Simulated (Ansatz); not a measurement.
Gas-phase electronic energies from Ansatz, PBE0-D4/def2-TZVP geometries. CCSD(T)/CBS is the MP2 limit (def2-TZVPP, def2-QZVPP) plus CCSD(T) − MP2 in def2-TZVPP, frozen cores. This one scheme is used for every species. Functionals use def2-TZVPP. HSE06 is defined as in plane-wave codes. Elements past krypton have def2 core potentials. For Se, Sn outer-core shells are correlated without core-valence functions, which leaves a few kJ/mol of doubt a bond. Scalar relativity is left out up to krypton. Each species was taken in one conformer, which may not be the lowest.

`[SiH3][SnH]([Cl])[Cl]` + H₂Se → `[Cl][SnH]([Cl])[SeH]` + SiH₄  (cleavage of the Sn–Si bond)

CCSD(T)/CBS gives -46.7 kJ/mol.

Another level gave -48.8 kJ/mol. Which?
A. MP2/def2-TZVPP
B. LDA (SPW92)/def2-TZVPP
C. HSE06/def2-TZVPP
D. r2SCAN0/def2-TZVPP

A. MP2/def2-TZVPP -48.8, r2SCAN0 -43.1, HSE06 -39.0, LDA (SPW92) -32.8 kJ/mol.

What do rigid-rotor, harmonic-oscillator terms from PBE0-D4/def2-TZVP frequencies (298.15 K, 1 bar) make of the CCSD(T)/CBS value? (Best estimate.)

Ansatz gave: ΔZPE = +1.7 kJ/mol, ΔH = -45.7 kJ/mol, ΔS = -17 J/(mol·K), ΔG = -40.8 kJ/mol.

Largest T1 diagnostic among the species: 0.012.

From BLYP to BHLYP (50 % exact exchange), in def2-TZVPP and without D4, ΔE moves by −4.5 kJ/mol. Leaving LDA and LC-ωPBE aside and taking each functional with its dispersion term where it has one, the values, not all of them listed here, spread over 10.1 kJ/mol, from BHLYP-D4 to PBE-D4. LDA lies +3.9 kJ/mol from PBE without D4.
